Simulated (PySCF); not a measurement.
Compound: C2H6OSi2.
SMILES: `O[SiH2]C#C[SiH3]`

Jobs on this species (11 atoms, 54 electrons) with PySCF (density fitting). Hardware of each: Arm Neoverse V2, one thread, no GPU, on a shared host. Times come from a shared host and carry two figures at best. Peak memory is the resident size of the whole Python process, interpreter and libraries included.

| level and settings | work | basis functions | SCF cycles | wall time | peak memory |
| --- | --- | --- | --- | --- | --- |
| delta-SCF UKS HF, pcX-2 on the ionised atom, pcseg-1 elsewhere, spin-free X2C | ΔSCF core ionisation, 7 holes | 150 | ? | ? | ? |
| delta-SCF UKS SCAN, pcX-1 on the ionised atom, pcseg-1 elsewhere, spin-free X2C | ΔSCF core ionisation, 7 holes | 130 | ? | ? | ? |
| delta-SCF UKS SCAN, pcX-2 on the ionised atom, pcseg-1 elsewhere, spin-free X2C | ΔSCF core ionisation, 7 holes | 150 | ? | ? | ? |
| PBE0-D3(BJ)/def2-SVP, grid level 1 | geometry optimisation from a GFN2-xTB start shaken at random | 108 | 59 | 30 s | 0.49 GiB |
| delta-SCF UKS PBE, pcX-2 on the ionised atom, pcseg-1 elsewhere, spin-free X2C | ΔSCF core ionisation, 7 holes | 150 | 113 | 21 s | 0.61 GiB |
| delta-SCF UKS SCAN, pcX-2 on the ionised atom, pcseg-1 elsewhere, non-relativistic | ΔSCF core ionisation, 7 holes | 150 | 108 | 30 s | 0.61 GiB |
| delta-SCF UKS PBE0, pcX-2 on the ionised atom, pcseg-1 elsewhere, spin-free X2C | ΔSCF core ionisation, 7 holes | 150 | 98 | 39 s | 0.68 GiB |
| delta-SCF UKS SCAN, def2-TZVP on the ionised atom, pcseg-1 elsewhere, spin-free X2C | ΔSCF core ionisation, 7 holes | 127 | 110 | 29 s | 0.61 GiB |
| delta-SCF UKS B3LYP, pcX-2 on the ionised atom, pcseg-1 elsewhere, spin-free X2C | ΔSCF core ionisation, 7 holes | 150 | 100 | 40 s | 0.66 GiB |

Question: Fill in the missing figures.

Answer: 
- delta-SCF UKS HF, pcX-2 on the ionised atom, pcseg-1 elsewhere, spin-free X2C; ΔSCF core ionisation, 7 holes: 31 s, 0.68 GiB, 119 SCF cycles
- delta-SCF UKS SCAN, pcX-1 on the ionised atom, pcseg-1 elsewhere, spin-free X2C; ΔSCF core ionisation, 7 holes: 25 s, 0.61 GiB, 110 SCF cycles
- delta-SCF UKS SCAN, pcX-2 on the ionised atom, pcseg-1 elsewhere, spin-free X2C; ΔSCF core ionisation, 7 holes: 29 s, 0.57 GiB, 110 SCF cycles

Question: What do all jobs in the table cost together?

Answer: About 4.6 min; the longest takes about 15 % of that, and about 1.9 times as long as the shortest.
